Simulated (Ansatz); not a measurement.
Born–Oppenheimer molecular dynamics of BClFH3O (7 atoms, charge 0, multiplicity 1). It starts at the highest image of a converged band, a first-order saddle point between two minima.

Theory: RKS PBE0/def2-SVP in Ansatz 0.2.0.

* ensemble: NVE (velocity Verlet)
* time step: 0.5 fs
* steps asked: 200
* starting velocities drawn for: 100 K
* seed: 8379

First frame:

```xyz
7
Properties=species:S:1:pos:R:3
B 0.103 0.330 0.035
F -0.126 -0.330 1.533
Cl 1.595 -0.342 -0.689
H -0.932 0.212 -0.559
O 0.314 1.617 0.738
H 1.237 1.900 0.669
H 0.106 0.739 1.667
```

(1) How far do the bonds stretch over the last three quarters of this one trajectory? (Pairs bonded in most of those frames.)

Results:

(1) 
```
  bond  mean (Å)  spread (Å)  shortest  longest
B1–Cl3     1.769       0.024      1.73     1.81
 B1–H4     1.201       0.012      1.18     1.22
 B1–O5     1.355       0.018      1.33     1.41
 F2–H7     0.928       0.012      0.91     0.96
 O5–H6     0.967       0.002      0.96     0.97
```

Mean temperature of the second half: 641 K. The conserved energy stayed within 0.035 meV per atom of its start (net change -0.0031 meV per atom), so the integration is sound. The kinetic energy rose, since the run started high on the potential surface and went downhill. It ends in pieces (BClH2O + FH), so much of that is their flight and rotation, not heat. A run of 0.1 ps of so small a system gives no equilibrium averages. The orbitals stay closed-shell, which can raise the energy where a bond breaks towards radicals; this wasn't checked here.

Run time: 8.4 min on 1 thread of Intel(R) Xeon(R) Platinum 8259CL CPU @ 2.50GHz (Skylake/Cascade Lake), with other jobs on the host, peak memory 0.18 GiB.
